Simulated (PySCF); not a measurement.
**How methods differ on the ionisation energy of Ga²⁺**

Ga²⁺ [Ar] 3d10 4s1 (2S) → Ga³⁺ [Ar] 3d10 (1S), as a difference of total energies. Calculation: PySCF 2.14, in def2-SVP (5s4p3d, 32 functions); the non-relativistic Hamiltonian (point nucleus). The calculations carry no spin-orbit coupling.

| method | ionisation energy (eV) | difference from reference (eV) |
| --- | --- | --- |
| UHF | 29.107 | -1.619 |
| B3LYP | 30.964 | +0.238 |
| LDA | 31.186 | +0.460 |

Reference: 30.726 eV (measured; NIST Atomic Spectra Database, ionization energies).

These non-relativistic numbers lack the scalar-relativistic shift.
